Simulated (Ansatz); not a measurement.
`OCS[SiH3]` → `[CH2]O`• + `[SiH3][S]`• at 298.15 K and 1 bar (homolysis of the C–S bond).

Program: Ansatz. Geometries: PBE0-D4/def2-TZVP. ΔE: electronic, gas phase. CCSD(T)/CBS adds triple-zeta CCSD(T) − MP2 to the extrapolated MP2 energy (def2 sets, frozen cores). This one scheme is used for every species. Open shells (•) are unrestricted, without spin–orbit coupling. Each species was taken in one conformer, which may not be the lowest.

| species | CCSD(T)/CBS energy (Eh) | H − E (kJ/mol) | S (J/(mol·K)) |
| --- | --- | --- | --- |
| `OCS[SiH3]` | -803.69249 | 201.7 | 340.3 |
| `[CH2]O`• | -114.95134 | 109.6 | 240.6 |
| `[SiH3][S]`• | -688.62203 | 77.4 | 259.5 |

H − E and S are ideal-gas, rigid-rotor, harmonic terms from PBE0-D4/def2-TZVP, for one conformer and one mirror image of each species, with the whole ground term of open shells counted as degenerate. 1 Eh = 2625.50 kJ/mol, R = 8.31446 J/(mol·K).

Q: By hand: ΔE, ΔH, ΔS and ΔG.

A: ΔE = (-114.95134) + (-688.62203) − (-803.69249) = 0.11912 Eh = 312.7 kJ/mol. Δ(H − E) = 109.6 + 77.4 − 201.7 = -14.7, so ΔH = 298.0 kJ/mol. ΔS = 240.6 + 259.5 − 340.3 = 159.8 J/(mol·K). ΔG = 298.0 − 298.15 × (159.8)/1000 = 250.4 kJ/mol.

Q: By hand: the equilibrium constant, and the temperature at which ΔG would vanish if ΔH and ΔS stayed fixed.

A: log₁₀ K = −ΔG/(RT ln 10) = -43.9. ΔG = 0 at ΔH/ΔS = 1865 K.

The number of gas molecules changes by +1, which sets the sign of ΔS. A doubt of 5 kJ/mol in ΔE shifts log₁₀ K by 0.9 here. Other conformers and mirror images would add mixing entropy, several J/(mol·K) or more a flexible species. Modes under 60 cm⁻¹, often nearly free rotors, make the harmonic entropy too high. These are equilibria of isolated gas molecules and say nothing of rates. Largest T1 diagnostic: 0.016 (customary marks: 0.02 for closed shells, 0.045 for open ones).
